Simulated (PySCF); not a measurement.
Al(Me)(OMe)(OiPr), SMILES [O](C(C)C)[Al]([O]C)[CH3] (C5H13AlO2), GFN2-xTB optimised geometry.

```
21

Al     0.22    -0.89     0.00
C     -0.67    -2.68     0.05
H     -0.18    -3.38    -0.61
H     -1.72    -2.61    -0.22
H     -0.62    -3.10     1.06
O      1.88    -0.89     0.00
C      3.27    -0.85     0.00
H      3.66    -1.31     0.91
H      3.66    -1.39    -0.87
H      3.62     0.19    -0.05
O     -0.69     0.48     0.00
C     -1.56     1.56    -0.12
C     -2.97     1.07    -0.43
C     -1.06     2.51    -1.20
H     -1.57     2.09     0.85
H     -2.97     0.54    -1.38
H     -3.66     1.91    -0.49
H     -3.30     0.38     0.34
H     -0.05     2.84    -0.97
H     -1.04     2.00    -2.16
H     -1.71     3.38    -1.28
```

Density from CAM-B3LYP/def2-SVP (PySCF) at that geometry.

Minimum of the electron density along straight lines between bonded atoms, close to the bond critical point (lines longer than 1.1 times the sum of covalent radii, or with two minima, are not listed):

| bond | length / Å | ρ at the minimum / e bohr⁻³ | ∇²ρ there / e bohr⁻⁵ | position (fraction from the first atom) |
|---|---|---|---|---|
| Al1–C2 | 1.995 | 0.079 | 0.30 | 0.40 |
| C2–H4 | 1.087 | 0.270 | -0.96 | 0.62 |
| C2–H5 | 1.089 | 0.268 | -0.94 | 0.62 |
| Al1–O6 | 1.654 | 0.101 | 1.01 | 0.44 |
| O6–C7 | 1.394 | 0.256 | -0.30 | 0.66 |
| C7–H8 | 1.094 | 0.281 | -1.08 | 0.64 |
| C7–H9 | 1.094 | 0.281 | -1.08 | 0.64 |
| C7–H10 | 1.093 | 0.282 | -1.08 | 0.64 |
| Al1–O11 | 1.649 | 0.102 | 1.03 | 0.44 |
| O11–C12 | 1.395 | 0.255 | -0.25 | 0.67 |
| C12–C13 | 1.528 | 0.251 | -0.60 | 0.50 |
| C12–C14 | 1.528 | 0.251 | -0.60 | 0.50 |
| C12–H15 | 1.101 | 0.281 | -1.05 | 0.63 |
| C13–H16 | 1.088 | 0.276 | -1.02 | 0.63 |
| C13–H17 | 1.087 | 0.276 | -1.02 | 0.63 |
| C13–H18 | 1.087 | 0.277 | -1.03 | 0.63 |
| C14–H19 | 1.087 | 0.277 | -1.03 | 0.63 |
| C14–H20 | 1.088 | 0.276 | -1.02 | 0.63 |
| C14–H21 | 1.087 | 0.276 | -1.02 | 0.63 |
